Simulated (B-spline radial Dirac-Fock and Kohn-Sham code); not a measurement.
**X-ray form factors of thulium in several charge states**

These are calculated numbers from a radial atomic solver; the model is relativistic Hartree-Fock (Dirac-Fock) wave functions, averaged over the configuration.

Configurations: Tm [Xe] 4f13 6s2; Tm⁺ [Xe] 4f13 6s1; Tm²⁺ [Xe] 4f13. The first column is f₀ of Tm, the others are differences from it.

```tsv
s (Å⁻¹)	Tm	Δ Tm⁺	Δ Tm²⁺
0	69.000	-1.000	-2.000
0.1	64.851	-0.103	-0.354
0.2	58.291	+0.046	+0.127
0.3	51.382	+0.001	+0.010
0.4	45.044	-0.006	-0.018
0.5	39.684	-0.002	-0.006
0.7	31.357	+0.002	+0.007
0.9	25.310	0.000	+0.001
1.1	21.088	-0.001	-0.003
1.4	17.214	-0.001	-0.002
```
